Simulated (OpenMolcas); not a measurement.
## Ti3+: moving or changing the point charges

Ti3+ among 4 point charges of -2 e arranged as a tetrahedron (Td), 2.02 Å from the ion.
```
   1.1662    1.1662    1.1662  -2.00
   1.1662   -1.1662   -1.1662  -2.00
  -1.1662    1.1662   -1.1662  -2.00
  -1.1662   -1.1662    1.1662  -2.00
```

```json
{
  "Program": "OpenMolcas",
  "Method": "SS-CASPT2, IPEA 0.25 Eh, imaginary shift 0.1 Eh (closed shells correlated: 3s 3p)",
  "Basis": "ANO-RCC-VTZP [6s5p3d2f1g]",
  "Scalar Hamiltonian": "DKH2, point nucleus",
  "Active space": "1 electron in 5 orbitals (3d)",
  "State averaging": "2S+1 = 2 even, 5 roots",
  "Spin-orbit coupling": "RASSI with atomic mean-field integrals over the reference wave functions"
}
```

Runs around this geometry, states (labels of Td). Energies in cm-1 above the lowest state or level, χT in cm3 K/mol; 10Dq is the gap between the two states; 10Dq is negative for this site.

| R (Å) | q (e) | Ground state | First state of that spin | 10Dq | First gap with spin-orbit (degeneracies) | χT at 300 K |
| --- | --- | --- | --- | --- | --- | --- |
| 2.02 | -1.6 | 2E | 2T2 1850 | -1852 | 1820 (4, 4) | 0.431 |
| 1.92 | -2 | 2E | 2T2 2570 | -2569 | 2520 (4, 4) | 0.415 |
| 2.02 | -2 | 2E | 2T2 2140 | -2135 | 2090 (4, 4) | 0.424 |
| 2.25 | -2 | 2E | 2T2 1370 | -1368 | 1340 (4, 4) | 0.452 |

Taking |10Dq| as R^-n, n = -ln(1368 / 2569) / ln(2.25 / 1.92) = 4.0 between the shortest and longest distance. The point-charge formula for a cubic d site gives n = 5.

Scaling the charges by -1.6 / -2 = 0.80 scales |10Dq| by 1852 / 2135 = 0.87; with fixed orbitals a first-order splitting would follow the charge.

Roots that are degenerate in the reference are averaged as groups; the widest CASPT2 spread within a group is 110 cm-1 (the 3-fold group of multiplicity 2 near 1370 cm-1 above the lowest state of its run, R = 2.25, q = -2). Shifts and gaps below about the spread of the groups concerned are not significant. An orbital doublet at a regular site is open to a Jahn-Teller distortion, which this geometry leaves out. The ground term spreads over less than 5000 cm-1, several times less than with real ligands, so orbital moments are less quenched and χT lies further from the spin-only value than at real sites. Free-ion shares, where given, are those of the reference states; single-state CASPT2 does not remix them. Point charges carry no covalency, so the field is a model and not that of real ligands. No measured value stands beside these numbers.
